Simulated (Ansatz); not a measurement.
A made-up structure of InH2SO (charge -1), closed shell:

O1  (-0.735, -0.172, -0.303)
In2  (-1.504, -1.105, 1.146)
S3  (1.624, 0.703, -0.087)
H4  (-0.959, 0.117, -1.201)
H5  (1.753, 0.225, 1.162)
(Å)

It is relaxed with PBE-D4/def2-SVPD and then PBE0-D4/def2-TZVPD (Ansatz 0.2.0). Atoms count as bonded within 1.22 times the sum of their covalent radii (H–H: 0.88 Å). The end point is not checked to be a true minimum.

Problem. Does its bonding change? (Judge from chemistry; the calculation decides.)

Solution. The calculation gives: Yes. Formed: In2–S3; broken: none.

Where it ends: The first stage lowers the energy by 2.66 eV in 30 steps. It ends as InH₂SO ([OH][In][SH]), total charge -1:
```
5
angstrom
O -1.6380 -0.3521 -0.8353
In -0.7638 -0.7017 1.0434
S 1.5214 0.4695 0.3575
H -1.0178 0.1089 -1.4068
H 2.0774 0.2439 1.5588
```

Labels in which every atom is bracketed show which atoms are joined, not bond orders.

For scale, one of the runs: PBE0-D4/def2-TZVPD relaxation, 160 basis functions, launched by `ansatz run in.yaml --threads 2 --pin off --events-out ev --progress --plain --max-ram 4352MiB`. The run took about 29 s on 2 CPU threads of an Arm Neoverse V1 (shared host).
